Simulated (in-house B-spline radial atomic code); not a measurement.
Radial electron density of In III (In2+), [Kr] 4d10 5s1. Level of theory: scalar-relativistic (X2C) PW91, spin-polarised, spherical fractional occupations, Fermi nucleus of rms radius 4.6156 fm; calculated with a radial B-spline atomic code at the basis-set limit.

One-electron X2C: radii and densities carry no picture-change correction, so inner-shell <1/r> comes out high (for 1s by about 2 % at Z = 33, 5 % at 54, 10 % at 75, 30 % at 118) and <r> low.

Columns: r (bohr), 4πr²n(r) (electrons per bohr), bar.

```
0.000948    1.923 #
 0.00117    2.695 #
 0.00145    3.787 ##
 0.00178    5.213 ###
  0.0022    7.202 ####
 0.00272     9.87 #####
 0.00336    13.36 #######
 0.00414    17.79 ##########
 0.00512    23.41 #############
 0.00632    30.09 #################
  0.0078     37.7 #####################
 0.00963    45.78 #########################
  0.0119    53.53 #############################
  0.0147    59.74 #################################
  0.0181    63.14 ###################################
  0.0224    63.05 ###################################
  0.0276    59.85 #################################
  0.0341    55.64 ###############################
  0.0421    54.06 ##############################
   0.052    58.25 ################################
  0.0642    67.93 #####################################
  0.0792    77.69 ###########################################
  0.0978    79.85 ############################################
   0.121    71.17 #######################################
   0.149    59.09 #################################
   0.184    54.95 ##############################
   0.227    61.26 ##################################
    0.28    65.39 ####################################
   0.346    54.72 ##############################
   0.427    34.45 ###################
   0.528    20.78 ###########
   0.652    19.77 ###########
   0.804    22.04 ############
   0.993     19.2 ###########
    1.23    12.43 #######
    1.51    6.654 ####
    1.87    3.069 ##
    2.31    1.341 #
    2.85   0.5322 
    3.52   0.1687 
    4.34  0.03905 
    5.36 0.005416 
    6.62 0.0003572 
    8.17 1.103e-05
```

On this grid the curve has 4 maxima, near 0.0181, 0.0978, 0.28, 0.804 bohr.

The 4d up radial function P(r) = rR(r), positive near the nucleus:

```tsv
r (bohr)	P
0.00963	0.00109
0.0147	0.003432
0.0224	0.01041
0.0341	0.02984
0.052	0.07901
0.0792	0.1838
0.121	0.3548
0.184	0.506
0.28	0.4155
0.427	-0.09657
0.652	-0.7632
0.993	-0.9888
1.51	-0.6879
2.31	-0.28
3.52	-0.05801
5.36	-0.004491
```
